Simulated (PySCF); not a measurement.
**Vertical excitation energies**

Compound: C₃H₇ClOSi₂.
SMILES: `ClC(=C=O)[SiH2]C[SiH3]`

Computed with TDDFT CAM-B3LYP/def2-SVPD, vertical, gas phase, core orbitals frozen in the response in PySCF. Isolated species at its GFN2-xTB geometry (one conformer only). Torsions of this conformer, `[O:1]=[C:2]=[C:3]([Cl:4])[SiH2:5][CH2:6][SiH3:7]`: C2–C3–Si5–C6 7°, C3–Si5–C6–Si7 71°.

| state | E (eV) | E (hartree) | f | main configurations (H = HOMO, L = LUMO) |
| --- | --- | --- | --- | --- |
| S1 | 3.00 | 0.1102 | 0.0003 | H→L (97%) |
| S2 | 5.66 | 0.2079 | 0.0017 | H-1→L (70%), H-2→L (18%) |
| S3 | 6.08 | 0.2235 | 0.0003 | H→L+1 (48%), H→L+2 (27%), H→L+3 (8%) |
| S4 | 6.64 | 0.2441 | 0.0061 | H-2→L (33%), H→L+1 (15%), H-5→L (14%) |
| S5 | 6.79 | 0.2496 | 0.017 | H-2→L (20%), H→L+5 (16%), H-1→L (14%) |
| S6 | 6.93 | 0.2548 | 0.032 | H→L+5 (24%), H-2→L (21%), H-7→L (11%) |
| S7 | 6.99 | 0.2567 | 0.0052 | H→L+2 (45%), H→L+1 (16%), H-5→L (9%) |
| S8 | 7.18 | 0.2638 | 0.0084 | H→L+4 (36%), H-3→L (19%), H→L+6 (14%) |

Triplets (Tamm–Dancoff): T1 2.61 eV, H→L (96%); T2 5.10 eV, H-1→L (35%), H→L+6 (21%), H→L+5 (12%); T3 5.19 eV, H-1→L (32%), H→L+6 (24%), H→L+5 (14%).

The lowest singlet comes at 413 nm (289 kJ/mol) in the visible; it is dark (f under 0.0005); its leading configuration is HOMO→LUMO (97%). The most intense listed level is S6 at 6.93 eV (179 nm, f = 0.032), 3.93 eV above S1. Löwdin shares by element: HOMO carbon 51% or more, chlorine 24%, oxygen 19%; LUMO carbon 45% or more, oxygen 26%, chlorine 19%. The listed states span 4.18 eV, and the widest gap between neighbours is 2.66 eV (S1 to S2). The oscillator strengths of these states sum to 0.071; summed over the whole spectrum of an exact calculation they would give the number of electrons, 78 (Thomas–Reiche–Kuhn). Weighted by f, the mean energy of these states is 6.86 eV. S1 lies in the visible range (380 to 750 nm), at 413 nm, dark in the vertical dipole picture (f under 0.0005); light of that wavelength is violet, and its complementary colour is yellow-green; a Tamm–Dancoff triplet lies at 476 nm, without intensity as long as spin–orbit coupling is left out. Singlets were solved by full linear response, triplets in the Tamm–Dancoff approximation.

Hardware: one thread, Arm Neoverse V1 (aarch64) (shared host). Cost: 66 s, 0.99 GiB resident at most.
